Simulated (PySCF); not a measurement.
## Krypton: a sound run and one with changed settings

Sound run: Kr [Kr], Kr⁺ [Ar] 3d10 4s2 4p5. Calculation: PySCF 2.14, in jorge-DZP-DKH (8s6p2d1f, 43 functions); the spin-free X2C one-electron Hamiltonian (Gaussian nucleus). The sound run starts from symmetry-adapted Hartree-Fock orbitals and uses a fine grid where one is needed.

Changed run: radial step 0.5 in ln r (0.13 in the sound run). This setting is unsound on purpose.

| species | method | sound run (hartree) | changed run (hartree) | converged |
| --- | --- | --- | --- | --- |
| Kr | UHF | -2788.01286 | -2788.01286 | yes |
| Kr | r2SCAN | -2789.84256 | -2789.96508 | yes |
| Kr | LDA | -2785.99179 | -2786.01950 | yes |
| Kr⁺ | UHF | -2787.52729 | -2787.52729 | yes |
| Kr⁺ | r2SCAN | -2789.31889 | -2789.43751 | yes |
| Kr⁺ | LDA | -2785.46468 | -2785.48970 | yes |

Ionisation energy of Kr:

```json
{"method": "UHF", "sound run (eV)": "13.213", "changed run (eV)": "13.213"}
{"method": "r2SCAN", "sound run (eV)": "14.250", "changed run (eV)": "14.356"}
{"method": "LDA", "sound run (eV)": "14.343", "changed run (eV)": "14.417"}
```

A coarse radial grid mis-integrates the density and the exchange-correlation energy, with errors of either sign; Hartree-Fock needs no grid.

For comparison, NIST gives 14.000 eV between the lowest levels.
